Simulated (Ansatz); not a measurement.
`ClB1CC1Cl` + H₂ → `ClB1CC1` + HCl at 500 K and 1 bar (hydrogenolysis of a C–Cl bond).

Gas-phase electronic energies from Ansatz, PBE0-D4/def2-TZVP geometries. CCSD(T)/CBS adds triple-zeta CCSD(T) − MP2 to the extrapolated MP2 energy (def2 sets, frozen cores). This one scheme is used for every species.

```json
{"species": "`ClB1CC1Cl`", "CCSD(T)/CBS energy (Eh)": "-1022.24527", "H − E (kJ/mol)": "164.6", "S (J/(mol·K))": "376.8"}
{"species": "H₂", "CCSD(T)/CBS energy (Eh)": "-1.17544", "H − E (kJ/mol)": "41.0", "S (J/(mol·K))": "145.5"}
{"species": "`ClB1CC1`", "CCSD(T)/CBS energy (Eh)": "-563.07348", "H − E (kJ/mol)": "182.1", "S (J/(mol·K))": "330.2"}
{"species": "HCl", "CCSD(T)/CBS energy (Eh)": "-460.38127", "H − E (kJ/mol)": "32.5", "S (J/(mol·K))": "201.9"}
```

H − E and S are ideal-gas, rigid-rotor, harmonic terms from PBE0-D4/def2-TZVP, for one conformer and one mirror image of each species. For small species the MP2-based limit differs from directly extrapolated CCSD(T) by up to some mEh (0.8 for H₂); such offsets cancel only in part. 1 Eh = 2625.50 kJ/mol, R = 8.31446 J/(mol·K).

Task: By hand: ΔE, ΔH, ΔS and ΔG.

Result: ΔE = (-563.07348) + (-460.38127) − (-1022.24527) − (-1.17544) = -0.03404 Eh = -89.4 kJ/mol. Δ(H − E) = 182.1 + 32.5 − 164.6 − 41.0 = 9.0, so ΔH = -80.4 kJ/mol. ΔS = 330.2 + 201.9 − 376.8 − 145.5 = 9.8 J/(mol·K). ΔG = -80.4 − 500 × (9.8)/1000 = -85.3 kJ/mol.

Task: By hand: the equilibrium constant, and the temperature at which ΔG would vanish if ΔH and ΔS stayed fixed.

Result: log₁₀ K = −ΔG/(RT ln 10) = 8.9. ΔH and −TΔS have one sign here, so there is no such temperature.

The number of gas molecules stays the same, so ΔS is small and ΔH decides. A doubt of 5 kJ/mol in ΔE shifts log₁₀ K by 0.5 here. Other conformers and mirror images would add mixing entropy, several J/(mol·K) or more a flexible species. These are equilibria of isolated gas molecules and say nothing of rates. Largest T1 diagnostic: 0.011 (customary marks: 0.02 for closed shells, 0.045 for open ones).

ΔS is within the doubt of such terms, so its sign, and with it that verdict, could turn.
